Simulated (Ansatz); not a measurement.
Cost and result for the atomization energy of C2H7OSi, SMILES `C[Si](C)O` radical (11 atoms, 10 bonds).

```json
{"atom": "C1", "x (Å)": "0.891", "y (Å)": "0.045", "z (Å)": "-1.295"}
{"atom": "Si2", "x (Å)": "0.420", "y (Å)": "0.306", "z (Å)": "0.504"}
{"atom": "C3", "x (Å)": "-1.430", "y (Å)": "0.467", "z (Å)": "0.706"}
{"atom": "O4", "x (Å)": "0.841", "y (Å)": "-1.013", "z (Å)": "1.423"}
{"atom": "H5", "x (Å)": "1.969", "y (Å)": "-0.074", "z (Å)": "-1.420"}
{"atom": "H6", "x (Å)": "0.399", "y (Å)": "-0.853", "z (Å)": "-1.685"}
{"atom": "H7", "x (Å)": "0.577", "y (Å)": "0.900", "z (Å)": "-1.899"}
{"atom": "H8", "x (Å)": "-1.924", "y (Å)": "-0.445", "z (Å)": "0.354"}
{"atom": "H9", "x (Å)": "-1.698", "y (Å)": "0.617", "z (Å)": "1.753"}
{"atom": "H10", "x (Å)": "-1.812", "y (Å)": "1.311", "z (Å)": "0.128"}
{"atom": "H11", "x (Å)": "1.766", "y (Å)": "-1.260", "z (Å)": "1.430"}
```

The species carries charge 0 and has multiplicity 2. The geometry is a stationary point of PBE0-D4/def2-TZVP. It is one conformer, not always the lowest. Program: Ansatz. All runs use 4 threads of an Arm Neoverse V2 on a shared host. Times are those of one run each, without the atoms' runs, and a repeat can differ threefold. Electronic energies, without spin–orbit coupling; frozen cores. CCSD(T)/CBS adds CCSD(T) − MP2 in def2-TZVPP to the MP2 limit, and its time is that of the two runs behind it. T1 = 0.012; ⟨S²⟩ of the reference is 0.75. B3LYP takes the VWN-RPA correlation (the form of Gaussian; ORCA's B3LYP/G). HSE06 is the plane-wave form, built on full-range PBE exchange.

CCSD(T)/CBS is a level of theory with its own doubt, some kJ/mol a heavy atom from the limit and from the frozen cores, so smaller differences don't rank the functionals.

| level | functions | wall time |
| --- | --- | --- |
| LDA (SPW92)/def2-TZVPP | 233 | 1.4 s |
| revPBE-D4/def2-TZVPP | 233 | 2.5 s |
| BLYP-D4/def2-TZVPP | 233 | 2.5 s |
| PBE-D4/def2-TZVPP (with forces) | 233 | 2.8 s |
| HSE06-D4/def2-TZVPP | 233 | 3.8 s |
| B3LYP-D4/def2-TZVPP (with forces) | 233 | 4.2 s |
| r2SCAN-D4/def2-TZVPP (with forces) | 233 | 6 s |
| CCSD(T)/def2-SVP | 95 | 8.5 s |
| B97M-V/def2-TZVPP | 233 | 10 s |
| ωB97M-V/def2-TZVPP (with forces) | 233 | 13 s |
| MP2/def2-QZVPP | 451 | 20 s |
| CCSD(T)/def2-TZVPP | 233 | 15 min |
| CCSD(T)/CBS(def2) | – | 15 min |

(1) What atomization energy does each give, and how far from CCSD(T)/CBS? (An estimate is asked.)

## Answers

(1) The calculation gave: 
```tsv
level	atomization (kcal/mol)	difference from CCSD(T)/CBS	per bond
LDA (SPW92)/def2-TZVPP	1102.8	126.4	12.6
revPBE-D4/def2-TZVPP	968.1	-8.3	-0.8
BLYP-D4/def2-TZVPP	971.6	-4.8	-0.5
PBE-D4/def2-TZVPP (with forces)	988.5	12.1	1.2
HSE06-D4/def2-TZVPP	976.4	0.0	0.0
B3LYP-D4/def2-TZVPP (with forces)	975.7	-0.7	-0.1
r2SCAN-D4/def2-TZVPP (with forces)	980.7	4.3	0.4
CCSD(T)/def2-SVP	917.4	-59.0	-5.9
B97M-V/def2-TZVPP	977.1	0.7	0.1
ωB97M-V/def2-TZVPP (with forces)	976.6	0.2	0.0
MP2/def2-QZVPP	978.1	1.7	0.2
CCSD(T)/def2-TZVPP	952.3	-24.1	-2.4
CCSD(T)/CBS(def2)	976.4	0.0	0.0
```

Leaving LDA and LC-ωPBE aside and taking each functional with its dispersion term where it has one, the values, not all of them listed here, spread over 36.0 kcal/mol, from BHLYP-D4 to PBE-D4. LDA lies +119.0 kcal/mol from PBE without D4, its usual overbinding. At CCSD(T), def2-SVP lies −59.0 kcal/mol from the extrapolated value and def2-TZVPP −24.1 kcal/mol: correlation converges slowly with the basis, and small sets miss more of it in the bonded molecule than in its fragments. From PBE to PBE0 (25 % exact exchange), in def2-TZVPP and without D4, the atomization energy moves by −12.0 kcal/mol: exact exchange takes away binding that semilocal exchange gives to molecules.
